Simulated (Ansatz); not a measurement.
The geometry has C3 symmetry (within 0.05 Å) and had no frequency check at the DFT level, so a distortion to lower symmetry isn't ruled out.

Species: C4H12GeO3, SMILES `C[C](C)(C)[Ge]([OH])([OH])[OH]` (charge 0, multiplicity 1).

Q: Give a relaxed geometry from Ansatz (a program for electronic structure) with B3LYP-D3(BJ)/def2-SVP.

A: Several could match; the one computed here: the end point of this relaxation, one of several conformers (outside a Z-matrix the atoms follow the SMILES, hydrogens last).
Z-matrix (Å, degrees):
```
C
C 1 1.5352
H 2 1.1014 1 111.42
H 2 1.1014 3 108.07 1 122.78
H 2 1.1045 3 107.84 4 116.35
C 1 1.5352 2 110.98 3 -57.73
H 6 1.1014 1 111.41 2 178.37
H 6 1.1014 7 108.07 1 122.78
H 6 1.1045 7 107.84 8 116.35
C 1 1.5353 2 110.99 3 178.35
H 10 1.1014 1 111.41 2 -57.72
H 10 1.1014 11 108.07 1 122.77
H 10 1.1045 11 107.84 12 116.35
Ge 1 1.9582 2 107.92 3 60.31
O 14 1.7863 1 111.52 2 -62.89
H 15 0.9670 14 110.93 1 126.43
O 14 1.7863 15 107.37 16 -111.17
H 17 0.9670 14 110.93 15 4.18
O 14 1.7863 15 107.34 16 4.01
H 19 0.9670 14 110.94 15 -111.31
```
